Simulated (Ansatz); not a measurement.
Relaxation of GaH₆NO₃ (11 atoms, charge 0, multiplicity 1), to a largest force component of 0.03 eV/Å in at most 50 steps.

All numbers below come from RKS PBE-D4/def2-SVP in Ansatz.

```xyz
11
Properties=species:S:1:pos:R:3
Ga -0.131 0.489 -0.459
N -0.053 0.095 2.628
H -0.783 0.032 3.348
H 0.848 -0.061 3.093
O 1.526 -0.099 -0.823
H 1.515 -0.950 -1.295
O -1.710 -0.218 -0.983
H -1.636 -1.174 -1.160
O -0.221 2.103 0.328
H -1.149 2.403 0.338
H -0.044 1.082 2.283
```

Problem. Where does it end, and by what steps?

Solution. The run converged. The force dipped under the threshold on the way, but the program's further checks kept it going. After 19 steps the energy has fallen by 0.827 eV; H6 moved furthest, 1.07 Å. Joined: Ga1–N2 (3.11 → 2.10 Å).

```tsv
step	energy less start (eV)	largest force component (eV/Å)	accepted
0	0.0000	0.683	yes
1	-0.1494	0.443	yes
2	-0.3428	0.468	yes
3	-0.5227	0.794	yes
4	-0.6199	1.051	yes
5	-0.6909	0.286	yes
6	-0.7224	0.265	yes
7	-0.7808	0.246	yes
8	-0.8046	0.102	yes
9	-0.8179	0.095	yes
10	-0.8236	0.020	yes
11	-0.7456	1.365	no
12	-0.8240	0.019	yes
13	-0.8246	0.073	yes
14	-0.8213	0.285	no
15	-0.8256	0.024	yes
16	-0.8255	0.161	no
17	-0.8261	0.052	yes
18	-0.8262	0.046	yes
19	-0.8265	0.003	yes
```

```xyz
11
Properties=species:S:1:pos:R:3
Ga -0.223 0.407 0.109
N -0.026 0.152 2.185
H -0.832 -0.365 2.560
H 0.836 -0.374 2.382
O 1.276 -0.519 -0.383
H 1.824 0.024 -0.978
O -1.850 -0.397 -0.120
H -1.772 -1.119 -0.769
O -0.162 2.235 0.073
H -0.937 2.584 -0.402
H 0.028 1.073 2.640
```

Whether the end is a true minimum wasn't checked by a vibrational analysis.

Run time: 21 s on 4 threads of Intel(R) Xeon(R) Platinum 8223CL CPU @ 3.00GHz (Skylake/Cascade Lake), with other jobs on the host, peak memory 0.19 GiB.
